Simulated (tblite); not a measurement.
4-(3-pentyl)pyridine, C10H15N.
SMILES with atom numbers: `[CH3:1][CH2:2][CH:3]([CH2:4][CH3:5])[c:6]1[cH:7][cH:8][n:9][cH:10][cH:11]1` (hydrogens: H12, H13, H14 on C1; H15, H16 on C2; H17 on C3; H18, H19 on C4; H20, H21, H22 on C5; H23 on C7; H24 on C8; H25 on C10; H26 on C11)

Computed with GFN2-xTB (tblite), gas phase: L-BFGS steps from a force-field or distance-geometry start until the largest atomic force falls under 0.01 eV/Å.

Step 0: E = -870.1687 eV
```
atom  x, y, z in Å  |  force x, y, z in eV/Å
C1     -2.0050   -1.9103   -0.2561   -0.406  -0.023   0.154
C2     -1.9231   -0.5012    0.3262    0.307  -0.188   0.656
C3     -0.7634    0.3329   -0.2671   -0.594   0.369  -0.047
C4     -0.8758    1.8028    0.2220    0.047  -0.396   0.755
C5      0.0931    2.7400   -0.4607    0.217   0.472  -0.324
C6      0.5874   -0.2701    0.0100    0.142  -0.028  -0.051
C7      1.4072   -0.6839   -1.0496    0.272  -0.054   1.071
C8      2.6539   -1.2320   -0.7566    0.155  -0.153   0.935
N9      3.1353   -1.4015    0.4898   -1.558   0.728  -0.079
C10     2.3288   -0.9917    1.5024    0.768  -0.346  -1.052
C11     1.0746   -0.4315    1.3132   -0.020  -0.011  -0.054
H12    -1.1356   -2.5114   -0.0121    0.142   0.088  -0.029
H13    -2.1236   -1.8662   -1.3341    0.094  -0.016  -0.099
H14    -2.8847   -2.4264    0.1468    0.187   0.123  -0.053
H15    -1.8174   -0.5734    1.4270    0.119   0.021  -0.430
H16    -2.8755    0.0036    0.1619    0.057   0.120  -0.206
H17    -0.9273    0.3606   -1.3550    0.145  -0.065   0.079
H18    -1.8939    2.1590    0.0506   -0.015  -0.106  -0.092
H19    -0.7122    1.8529    1.3196   -0.025  -0.135  -0.497
H20    -0.0371    2.7133   -1.5476    0.024  -0.027   0.186
H21     1.1320    2.4986   -0.2383   -0.074  -0.111   0.008
H22    -0.0811    3.7723   -0.1328    0.017  -0.249  -0.060
H23     1.0934   -0.5817   -2.0655   -0.142   0.043  -0.316
H24     3.2994   -1.5786   -1.5582   -0.009   0.065   0.157
H25     2.7428   -1.1256    2.4981   -0.065  -0.005  -0.181
H26     0.4867   -0.1280    2.1849    0.213  -0.115  -0.434
```

Task: Estimate the geometry and energy of step 1. (The exact step hangs on the optimiser's Hessian estimate; all steps are aligned on step 0, rigid shifts and turns removed.)

Result: E = -870.2429 eV, largest force 0.464 eV/Å
```
atom  x, y, z in Å  |  force x, y, z in eV/Å
C1     -2.0108   -1.9106   -0.2539    0.013   0.025   0.040
C2     -1.9187   -0.5039    0.3356   -0.037  -0.023   0.036
C3     -0.7719    0.3382   -0.2677   -0.134   0.052   0.127
C4     -0.8751    1.7971    0.2328    0.003   0.005  -0.029
C5      0.0962    2.7467   -0.4653    0.025  -0.032   0.039
C6      0.5894   -0.2705    0.0093   -0.236   0.162   0.287
C7      1.4111   -0.6846   -1.0343    0.106  -0.037  -0.082
C8      2.6561   -1.2342   -0.7432   -0.201  -0.012  -0.162
N9      3.1130   -1.3911    0.4887   -0.044   0.033  -0.023
C10     2.3398   -0.9967    1.4874   -0.385   0.220   0.138
C11     1.0743   -0.4317    1.3125    0.229  -0.121  -0.166
H12    -1.1335   -2.5102   -0.0125    0.017   0.127  -0.052
H13    -2.1222   -1.8664   -1.3355    0.075   0.008   0.001
H14    -2.8821   -2.4247    0.1461   -0.014   0.011   0.035
H15    -1.8157   -0.5731    1.4208    0.165  -0.010  -0.016
H16    -2.8747    0.0053    0.1589    0.186   0.026  -0.109
H17    -0.9252    0.3597   -1.3539    0.069  -0.029   0.019
H18    -1.8941    2.1575    0.0493    0.072  -0.119  -0.018
H19    -0.7125    1.8510    1.3125    0.051  -0.125  -0.049
H20    -0.0368    2.7129   -1.5449   -0.005  -0.027   0.017
H21     1.1310    2.4970   -0.2382   -0.027  -0.078  -0.009
H22    -0.0808    3.7687   -0.1336   -0.006  -0.034  -0.009
H23     1.0914   -0.5811   -2.0700    0.062  -0.023   0.286
H24     3.2992   -1.5776   -1.5559   -0.074   0.094   0.314
H25     2.7419   -1.1256    2.4955   -0.051  -0.015  -0.350
H26     0.4897   -0.1296    2.1787    0.142  -0.077  -0.268
```

The energy changes by -0.0742 eV. The first-order estimate −F·Δx gives -0.1506 eV and the mean of the old and new forces, exact on a quadratic surface, -0.0732 eV. The step makes an angle of 0° with the force vector and moves no atom by more than 0.025 Å.

The cost below is that of the whole relaxation. Hardware: 2 threads of an Intel Xeon Platinum 8488C, on a shared host. Cost: 0.41 s wall, 0.81 s CPU.
